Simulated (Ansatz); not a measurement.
Cost and result up the ladder for trans-NiH2(AsH3)2 (NiAs2H8) (11 atoms). The state is a singlet with charge 0. Geometry: PBE0-D4/def2-SVP.

```xyz
11

Ni   -0.0002   -0.0060   -0.0327
H     1.1360    0.7408   -0.6945
As   -1.4630    1.6083   -0.3058
H    -2.0936    2.1911    0.9404
H    -2.7558    1.2791   -1.0202
H    -1.2054    2.9299   -1.0073
H    -1.1336   -0.7464    0.6423
As    1.4596   -1.6148    0.2866
H     1.1428   -2.9937    0.8364
H     2.6027   -1.3082    1.2301
H     2.3106   -2.0801   -0.8751
```

Ansatz on 4 threads of Arm Neoverse V1 on a shared host. Times are rough, and most runs start from the orbitals of an earlier one. ωB97X-V/def2-TZVP serves as the yardstick here, not as an exact answer. Differences are given only for rows in sets of like size (and for xTB, whose basis is part of the method), since another set adds its own error. Binding counts from free atoms at the same level (Ni triplet, H doublet, As quartet; other spins of the atoms weren't run), without zero-point energy or a counterpoise term.

The 6-31G sets use Cartesian d functions. B3LYP takes the VWN-RPA correlation.

Run but left out: HF/def2-TZVP, MP2/def2-TZVP, CCSD(T)/def2-SVP (restricted singlet, unstable towards broken spin symmetry); HF/6-31G (restricted singlet, unstable in another Hartree–Fock run and untested here).

```tsv
level	functions	wall time
PBE-D4/def2-SVP	135	1.9 s
PBE-D4/def2-TZVP	189	2.4 s
BLYP-D4/def2-TZVP	189	2.7 s
B3LYP-D4/6-31G	103	2.8 s
PBE0-D4/def2-SVP	135	3.1 s
PBE-D4/def2-TZVPD	228	3.8 s
r2SCAN-D4/def2-TZVP	189	6 s
CAM-B3LYP-D4/def2-TZVP	189	6 s
PBE0-D4/def2-TZVP (with forces)	189	6.5 s
PBE0-D4/def2-TZVPD	228	7 s
r2SCANh-D4/def2-TZVP	189	8 s
r2SCAN-D4/def2-TZVPD	228	8 s
ωB97X-V/def2-TZVP	189	13 s
```

(1) Estimate what each level gives for the binding energy per atom (eV).

Results:

(1) 
```csv
level,binding energy per atom (eV),difference from ωB97X-V/def2-TZVP (eV)
PBE-D4/def2-SVP,2.48,–
PBE-D4/def2-TZVP,2.44,0.03
BLYP-D4/def2-TZVP,2.44,0.03
B3LYP-D4/6-31G,2.24,–
PBE0-D4/def2-SVP,2.33,–
PBE-D4/def2-TZVPD,2.45,0.03
r2SCAN-D4/def2-TZVP,2.44,0.02
CAM-B3LYP-D4/def2-TZVP,2.39,-0.02
PBE0-D4/def2-TZVP (with forces),2.32,-0.09
PBE0-D4/def2-TZVPD,2.32,-0.09
r2SCANh-D4/def2-TZVP,2.39,-0.02
r2SCAN-D4/def2-TZVPD,2.44,0.03
ωB97X-V/def2-TZVP,2.41,0.00
```
